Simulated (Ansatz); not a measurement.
A run for Ansatz (an electronic-structure program): U-CCSD(T)/def2-SVP on COW (SMILES [O+]#[C-]->[W]), 2S+1 = 3, a spin state set in the input, which need not be the lowest. Elements past Kr take the def2 small-core potentials; no spin–orbit coupling.

Ansatz 0.2 input:
```yaml
crystal:
  periodic: [false, false, false]
  atoms:
    - {symbol: W, position_ang: [-1.06430282, -0.85079004, -0.97059930]}
    - {symbol: O, position_ang: [0.88425781, 0.75243224, 0.78163168]}
    - {symbol: C, position_ang: [0.14687629, 0.14572940, 0.11854798]}
basis:
  gaussian:
    orbitals: def2-SVP
magnetization: {spin_polarized: true, initial_magnetization: 2}
correlation: {method: ccsd_t, electrons: valence}
```

It printed:

```
WARN ansatz: RAYON_NUM_THREADS=1 ignored (pool sized by the plan → 1); use --threads N
Functional definition: HF
integrals: 0.05 GiB planned
589 factors; integrals over basis functions are off by at most 9.4e-4 eV
mean field: 0.15 GiB planned
mean field evaluation 1: about -4863.0713 eV, gradient 2.7e1 eV
mean field evaluation 2: about -4863.1903 eV, gradient 2.7e1 eV
mean field evaluation 4: about -4867.7586 eV, gradient 3.6e0 eV
mean field evaluation 8: about -4868.1162 eV, gradient 7.2e-1 eV
mean field evaluation 16: about -4868.4881 eV, gradient 2.0e-2 eV
mean field evaluation 32: about -4867.1672 eV, gradient 1.6e0 eV
mean field evaluation 64: about -4855.5629 eV, gradient 1.4e1 eV
mean field evaluation 96: about -4868.4223 eV, gradient 5.7e-1 eV
mean field evaluation 128: about -4868.1867 eV, gradient 4.3e-2 eV
mean field evaluation 160: about -4868.1866 eV, gradient 1.8e-5 eV
mean field evaluation 192: about -4868.1909 eV, gradient 6.4e-2 eV
mean field evaluation 224: about -4865.6066 eV, gradient 1.2e1 eV
mean field evaluation 256: about -4868.2182 eV, gradient 8.0e-4 eV
mean field evaluation 288: about -4868.1864 eV, gradient 9.6e-2 eV
mean field evaluation 320: about -4866.6955 eV, gradient 9.8e0 eV
mean field evaluation 352: about -4868.4880 eV, gradient 5.4e-2 eV
mean field evaluation 384: about -4868.3100 eV, gradient 5.4e-1 eV
mean field evaluation 416: about -4868.3363 eV, gradient 8.7e-6 eV
mean field evaluation 448: about -4865.1919 eV, gradient 2.0e1 eV
mean field evaluation 480: about -4866.1856 eV, gradient 1.6e0 eV
mean field evaluation 512: about -4868.0467 eV, gradient 1.9e-1 eV
mean field evaluation 544: about -4868.2472 eV, gradient 4.2e-1 eV
mean field evaluation 576: about -4866.2792 eV, gradient 8.1e0 eV
mean field evaluation 608: about -4865.0503 eV, gradient 1.0e1 eV
mean field evaluation 640: about -4867.7052 eV, gradient 6.4e-1 eV
mean field evaluation 672: about -4868.1965 eV, gradient 8.7e-3 eV
mean field evaluation 704: about -4868.3071 eV, gradient 2.6e-3 eV
mean field evaluation 736: about -4868.1866 eV, gradient 9.4e-4 eV
mean field evaluation 768: about -4867.3130 eV, gradient 6.1e-2 eV
mean field evaluation 800: about -4867.3195 eV, gradient 1.5e-1 eV
mean field evaluation 832: about -4867.6726 eV, gradient 6.7e-1 eV
mean field evaluation 864: about -4867.6361 eV, gradient 2.8e-2 eV
mean field evaluation 896: about -4868.3261 eV, gradient 6.3e-2 eV
mean field evaluation 928: about -4868.0470 eV, gradient 3.5e-3 eV
mean field evaluation 960: about -4868.3241 eV, gradient 2.2e-1 eV
mean field evaluation 992: about -4868.2783 eV, gradient 4.6e-1 eV
mean field evaluation 1024: about -4868.3349 eV, gradient 3.5e-1 eV
mean field evaluation 1056: about -4868.0345 eV, gradient 1.1e-2 eV
mean field evaluation 1088: about -4868.4523 eV, gradient 1.3e0 eV
mean field evaluation 1120: about -4868.4881 eV, gradient 5.7e-4 eV
mean field evaluation 1152: about -4868.3323 eV, gradient 8.8e-2 eV
mean field evaluation 1184: about -4866.9528 eV, gradient 2.9e-2 eV
mean field evaluation 1216: about -4868.3227 eV, gradient 1.8e-1 eV
mean field evaluation 1248: about -4866.6392 eV, gradient 4.7e-1 eV
mean field evaluation 1280: about -4866.4718 eV, gradient 1.4e0 eV
mean field evaluation 1312: about -4868.1745 eV, gradient 6.3e-1 eV
mean field evaluation 1344: about -4867.2140 eV, gradient 1.9e0 eV
mean field evaluation 1376: about -4868.1459 eV, gradient 5.9e-1 eV
mean field evaluation 1408: about -4866.9189 eV, gradient 5.1e-1 eV
mean field evaluation 1440: about -4866.9674 eV, gradient 1.1e0 eV
mean field evaluation 1472: about -4867.6357 eV, gradient 1.4e-1 eV
mean field evaluation 1504: about -4866.2270 eV, gradient 2.5e-1 eV
mean field evaluation 1536: about -4868.4867 eV, gradient 8.3e-2 eV
mean field evaluation 1568: about -4868.1367 eV, gradient 7.1e-1 eV
mean field evaluation 1600: about -4868.3009 eV, gradient 1.1e0 eV
mean field evaluation 1632: about -4867.0286 eV, gradient 3.1e-1 eV
mean field evaluation 1664: about -4865.5492 eV, gradient 8.9e0 eV
mean field evaluation 1696: about -4868.1960 eV, gradient 3.1e-1 eV
mean field evaluation 1728: about -4868.3022 eV, gradient 3.0e-1 eV
mean field evaluation 1760: about -4868.2806 eV, gradient 3.7e-1 eV
mean field evaluation 1792: about -4867.8490 eV, gradient 8.4e-1 eV
mean field evaluation 1824: about -4868.2304 eV, gradient 4.9e-1 eV
mean field evaluation 1856: about -4866.2339 eV, gradient 4.8e-2 eV
mean field evaluation 1888: about -4867.9724 eV, gradient 6.8e-1 eV
mean field evaluation 1920: about -4867.4415 eV, gradient 3.0e-2 eV
mean field evaluation 1952: about -4868.3087 eV, gradient 1.7e-1 eV
mean field evaluation 1984: about -4868.3130 eV, gradient 1.6e-1 eV
mean field evaluation 2016: about -4863.7002 eV, gradient 2.1e1 eV
mean field evaluation 2048: about -4862.1314 eV, gradient 1.1e1 eV
mean field evaluation 2080: about -4865.2992 eV, gradient 1.1e1 eV
mean field evaluation 2112: about -4866.7280 eV, gradient 1.1e1 eV
mean field evaluation 2144: about -4865.4077 eV, gradient 1.0e1 eV
mean field evaluation 2176: about -4867.4634 eV, gradient 6.7e-1 eV
mean field -4868.48807979 eV, -178.9136369525 hartree, gradient 2.4e-6 eV, S^2 3.078885; 38 other end points of the search recorded, 0 dependent functions left out
determinant -4868.48807979 eV, -178.9136369525 hartree, with singles and doubles -4883.23085061 eV, -179.4554237872 hartree
determinant -4868.33629766 eV, -178.9080590620 hartree, with singles and doubles -4883.02921623 eV, -179.4480138603 hartree
determinant -4868.32374762 eV, -178.9075978567 hartree, with singles and doubles -4883.06279678 eV, -179.4492479228 hartree
determinant -4868.30713719 eV, -178.9069874345 hartree, with singles and doubles -4883.07167634 eV, -179.4495742406 hartree
determinant -4868.21819774 eV, -178.9037189701 hartree, with singles and doubles -4882.93007697 eV, -179.4443705599 hartree
determinant -4868.19654400 eV, -178.9029232100 hartree, with singles and doubles -4882.78906833 eV, -179.4391885878 hartree
determinant -4868.18657062 eV, -178.9025566950 hartree, with singles and doubles -4883.13462256 eV, -179.4518874716 hartree
determinant -4868.04696161 eV, -178.8974261583 hartree, with singles and doubles -4882.53680276 eV, -179.4299179991 hartree
determinant -4868.03455492 eV, -178.8969702208 hartree, with singles and doubles -4882.85454612 eV, -179.4415948521 hartree
determinant -4867.95746141 eV, -178.8941370867 hartree, with singles and doubles -4882.90039960 eV, -179.4432799364 hartree
determinant -4867.72563097 eV, -178.8856174753 hartree, with singles and doubles -4882.46653420 eV, -179.4273356773 hartree
determinant -4867.72105874 eV, -178.8854494490 hartree, with singles and doubles -4882.45676404 eV, -179.4269766305 hartree
determinant -4867.64280302 eV, -178.8825736041 hartree, with singles and doubles -4882.41421931 eV, -179.4254131404 hartree
determinant -4867.63625894 eV, -178.8823331137 hartree, with singles and doubles -4882.09962625 eV, -179.4138520587 hartree
determinant -4867.44167598 eV, -178.8751823218 hartree, with singles and doubles -4882.03758508 eV, -179.4115720879 hartree
determinant -4867.03736485 eV, -178.8603241619 hartree, with singles and doubles -4881.76545507 eV, -179.4015714944 hartree
determinant -4866.95306511 eV, -178.8572262036 hartree, with singles and doubles -4881.80864739 eV, -179.4031587830 hartree
determinant -4866.23409862 eV, -178.8308046722 hartree, with singles and doubles -4880.40018377 eV, -179.3513986995 hartree
determinant -4866.22856385 eV, -178.8306012732 hartree, with singles and doubles -4880.32590584 eV, -179.3486690360 hartree
determinant -4868.48807979 eV, -178.9136369525 hartree, with singles and doubles -4883.25987307 eV, -179.4564903431 hartree
determinant -4868.33629766 eV, -178.9080590620 hartree, with singles and doubles -4883.07864896 eV, -179.4498304798 hartree
determinant -4868.32374762 eV, -178.9075978567 hartree, with singles and doubles -4883.09937333 eV, -179.4505920862 hartree
determinant -4868.30713719 eV, -178.9069874345 hartree, with singles and doubles -4883.11644832 eV, -179.4512195804 hartree
determinant -4868.21819774 eV, -178.9037189701 hartree, with singles and doubles -4883.00718776 eV, -179.4472043290 hartree
determinant -4868.19654400 eV, -178.9029232100 hartree, with singles and doubles -4882.83667011 eV, -179.4409379208 hartree
determinant -4868.18657062 eV, -178.9025566950 hartree, with singles and doubles -4883.15498493 eV, -179.4526357747 hartree
determinant -4868.03455492 eV, -178.8969702208 hartree, with singles and doubles -4882.87118766 eV, -179.4422064177 hartree
determinant -4867.95746141 eV, -178.8941370867 hartree, with singles and doubles -4882.86640944 eV, -179.4420308213 hartree
2 core orbitals not correlated
reference -4868.48807979 eV, -178.9136369525 hartree; 13, 11 occupied and 45, 47 virtual orbitals, 589 factors
second order -14.39755442 eV of doubles, -0.00000000 eV of singles
coupled cluster: 0.21 GiB planned
cycle   1  -14.77179158 eV  change    1.7e-6 eV  update   5.9e-6
coupled cluster: 0.21 GiB planned
perturbative correction -0.70700623 eV, -0.0259819997 hartree
Total energy: -4883.96687760 eV, -179.4824722800 hartree
```

Self-consistency was reached. Its determinant has ⟨S²⟩ = 3.08, a mixture of spin states.

Cost: roughly 2.5 core-minutes.
